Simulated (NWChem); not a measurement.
System: C$_{4}$H$_{6}$OS; SMILES O1CS/C1=C\C

Input file for NWChem:

```
start job
memory heap 200 mb stack 900 mb global 1100 mb
geometry units angstroms noautosym nocenter noautoz
  C      0.336070    -2.548318    -0.002195
  C     -0.692703    -1.468180    -0.001194
  C     -0.403904    -0.168519    -0.000371
  O     -1.269283     0.889950    -0.000049
  C     -0.310591     1.928034     0.003283
  S      1.111355     0.766381     0.000302
  H      0.240440    -3.204640     0.879055
  H      1.357035    -2.134886     0.005586
  H      0.250073    -3.194257    -0.892244
  H     -1.755764    -1.728566    -0.001639
  H     -0.372347     2.554548    -0.900900
  H     -0.372324     2.548791     0.911511
end
basis spherical
  * library def2-svp
end
dft
  xc pbe0
  iterations 150
end
cosmo
  do_cosmo_smd true
  solvent water
end
task dft energy
```

Output (shortened):

```
             Northwest Computational Chemistry Package (NWChem) 7.3.0
             --------------------------------------------------------

                             Geometry "geometry" -> ""
                             -------------------------

 Output coordinates in angstroms (scale by  1.889725989 to convert to a.u.)

  No.       Tag          Charge          X              Y              Z
 ---- ---------------- ---------- -------------- -------------- --------------
    1 C                    6.0000     0.33607000    -2.54831800    -0.00219500
    2 C                    6.0000    -0.69270300    -1.46818000    -0.00119400
    3 C                    6.0000    -0.40390400    -0.16851900    -0.00037100
    4 O                    8.0000    -1.26928300     0.88995000    -0.00004900
    5 C                    6.0000    -0.31059100     1.92803400     0.00328300
    6 S                   16.0000     1.11135500     0.76638100     0.00030200
    7 H                    1.0000     0.24044000    -3.20464000     0.87905500
    8 H                    1.0000     1.35703500    -2.13488600     0.00558600
    9 H                    1.0000     0.25007300    -3.19425700    -0.89224400
   10 H                    1.0000    -1.75576400    -1.72856600    -0.00163900
   11 H                    1.0000    -0.37234700     2.55454800    -0.90090000
   12 H                    1.0000    -0.37232400     2.54879100     0.91151100

 Effective nuclear repulsion energy (a.u.)     287.2282975073

                                 NWChem DFT Module
                                 -----------------

 Summary of "ao basis" -> "ao basis" (spherical)
 ------------------------------------------------------------------------------
       Tag                 Description            Shells   Functions and Types
 ---------------- ------------------------------  ------  ---------------------
 C                          def2-svp                 6       14   3s2p1d
 O                          def2-svp                 6       14   3s2p1d
 S                          def2-svp                 8       18   4s3p1d
 H                          def2-svp                 3        5   2s1p

 in cosmo_initialize ...
 calling solv_data for solv:h2o

 solvent parameters
 solvname_short: h2o
 solvname_long:  water
 dielec:       78.4000
 dielecinf:     1.7769
 aqueous SMD model solvent descriptors
 dielec:       78.4000
 sola:          0.8200

          ---------------
          -cosmo- solvent
          ---------------
 Cosmo: York-Karplus, doi: 10.1021/jp992097l
 dielectric constant -eps-     =  78.40
 screen = (eps-1)/(eps    )    =   0.98724
 surface charge correction     = lagrangian

   van der Waals surface
 --------------------------

[...]

                                COSMO-SMD solvation results
                                ---------------------------

             internal energy in gas <Psi(g)|H|Psi(g)> =      -628.694779436778
         internal energy in solvent <Psi(s)|H|Psi(s)> =      -628.693469265400
                               delta internal energy  =         0.001310171378 (    0.82 kcal/mol)
   total free energy in solvent <Psi(s)|H+V/2|Psi(s)> =      -628.702864502094
 polarization energy contribution <Psi(s)|V/2|Psi(s)> =        -0.009395236695 (   -5.90 kcal/mol)
    total free energy in solvent including G(SMD-CDS) =      -628.697548728897
                       G(SMD-CDS) energy contribution =         0.005315773198 (    3.34 kcal/mol)
     1 M fixed-concentration free energy of solvation =        -0.002769292119 (   -1.74 kcal/mol)

                       DFT Final Molecular Orbital Analysis
                       ------------------------------------

 Vector   25  Occ=2.000000D+00  E=-3.393735D-01
              MO Center=  1.3D-01,  5.7D-01,  5.4D-05, r^2= 3.4D+00
   Bfn.  Coefficient  Atom+Function         Bfn.  Coefficient  Atom+Function
  ----- ------------  ---------------      ----- ------------  ---------------
    81      0.398499   6 S  px               46      0.371180   4 O  px
    78      0.334294   6 S  px               49      0.280947   4 O  px
    32     -0.213792   3 C  px               60     -0.208563   5 C  px
    75      0.186740   6 S  px               74      0.150485   6 S  s
    73      0.118723   6 S  s               104     -0.118901  10 H  s

 Vector   26  Occ=2.000000D+00  E=-2.986270D-01
              MO Center=  3.1D-01,  5.2D-01,  2.5D-04, r^2= 2.7D+00
   Bfn.  Coefficient  Atom+Function         Bfn.  Coefficient  Atom+Function
  ----- ------------  ---------------      ----- ------------  ---------------
    83      0.505896   6 S  pz               80      0.360494   6 S  pz
    48     -0.340900   4 O  pz               51     -0.278779   4 O  pz
    77      0.205334   6 S  pz               34      0.169962   3 C  pz
    20      0.121362   2 C  pz               37      0.118929   3 C  pz
    23      0.069987   2 C  pz                6     -0.068081   1 C  pz

 Vector   27  Occ=2.000000D+00  E=-2.210113D-01
              MO Center= -1.2D-01, -3.3D-01, -6.6D-04, r^2= 3.8D+00
   Bfn.  Coefficient  Atom+Function         Bfn.  Coefficient  Atom+Function
  ----- ------------  ---------------      ----- ------------  ---------------
    83     -0.401823   6 S  pz               20      0.376089   2 C  pz
    23      0.318699   2 C  pz               80     -0.262181   6 S  pz
    34      0.240323   3 C  pz               48     -0.226276   4 O  pz
    51     -0.188135   4 O  pz               77     -0.147283   6 S  pz
    37      0.141898   3 C  pz              109     -0.121692  11 H  s

 Vector   28  Occ=0.000000D+00  E=-7.824746D-03
              MO Center=  7.5D-01,  8.3D-01,  1.0D-03, r^2= 2.9D+00
   Bfn.  Coefficient  Atom+Function         Bfn.  Coefficient  Atom+Function
  ----- ------------  ---------------      ----- ------------  ---------------
    82     -0.889801   6 S  py               59      0.872266   5 C  s
    31     -0.635184   3 C  s                63      0.371675   5 C  px
    95      0.341707   8 H  s                64     -0.298246   5 C  py
    79     -0.275408   6 S  py               35     -0.273618   3 C  px
    60      0.273573   5 C  px               36     -0.272154   3 C  py

 Vector   29  Occ=0.000000D+00  E= 3.726292D-02
              MO Center= -3.9D-01, -7.1D-01, -8.8D-04, r^2= 2.9D+00
   Bfn.  Coefficient  Atom+Function         Bfn.  Coefficient  Atom+Function
  ----- ------------  ---------------      ----- ------------  ---------------
    37     -0.677423   3 C  pz               23      0.649127   2 C  pz
    34     -0.490648   3 C  pz               20      0.388779   2 C  pz
    83      0.289822   6 S  pz               51      0.244840   4 O  pz
    48      0.204575   4 O  pz              100      0.201720   9 H  s
    90     -0.197038   7 H  s                80      0.115328   6 S  pz

 Vector   30  Occ=0.000000D+00  E= 5.514053D-02
              MO Center= -1.5D-01,  2.1D-01,  1.4D-03, r^2= 5.6D+00
   Bfn.  Coefficient  Atom+Function         Bfn.  Coefficient  Atom+Function
  ----- ------------  ---------------      ----- ------------  ---------------
     3      1.052912   1 C  s                45     -0.665807   4 O  s
    74      0.642656   6 S  s                63     -0.622082   5 C  px
    81     -0.588209   6 S  px               35     -0.555960   3 C  px
   105     -0.511806  10 H  s                31     -0.482133   3 C  s
    90     -0.394177   7 H  s               100     -0.390927   9 H  s

     Multipole analysis of the density
     ---------------------------------

     L   x y z        total         alpha         beta         nuclear
     -   - - -        -----         -----         ----         -------
     0   0 0 0      0.000000    -27.000000    -27.000000     54.000000

     1   1 0 0      0.167897     -0.433611     -0.433611      1.035118
     1   0 1 0      0.494321     -0.396091     -0.396091      1.286503
     1   0 0 1      0.001945     -0.001812     -0.001812      0.005569

     2   2 0 0    -33.998090    -93.931509    -93.931509    153.864928
     2   1 1 0      0.111044      1.772976      1.772976     -3.434908
     2   1 0 1     -0.002454      0.006010      0.006010     -0.014473
     2   0 2 0    -24.358229   -246.343436   -246.343436    468.328643
     2   0 1 1      0.015048     -0.227372     -0.227372      0.469793
     2   0 0 2    -32.952639    -22.210464    -22.210464     11.468289
```

Level: PBE0/def2-SVP, SMD on the gas-phase geometry. Coordinates come from a PBE0/def2-SVP optimisation. Solvent: water.
